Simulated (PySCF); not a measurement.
Cartesian coordinates (Å):
SMILES: C#CCC#C
```xyz
9

C      2.1648     0.6895    -0.6229
C      1.2070     0.0343    -0.3242
C      0.0513    -0.7753     0.0419
C     -1.2067    -0.0392     0.0115
C     -2.2471     0.5550    -0.0100
H      3.0134     1.2737    -0.8892
H      0.2035    -1.1889     1.0454
H     -0.0168    -1.6346    -0.6351
H     -3.1694     1.0853    -0.0298
```
Charge 0, multiplicity 1.

What is the computed total energy, HOMO–LUMO gap, HOMO, LUMO and dipole moment (PBE0-D3(BJ)/def2-TZVP (PySCF 2.14.0))?


| Property | Result |
|---|---|
| total energy | -5241.43 eV |
| HOMO–LUMO gap | 8.36 eV |
| HOMO | -7.78 eV |
| LUMO | 0.58 eV |
| dipole moment | 0.56 D |
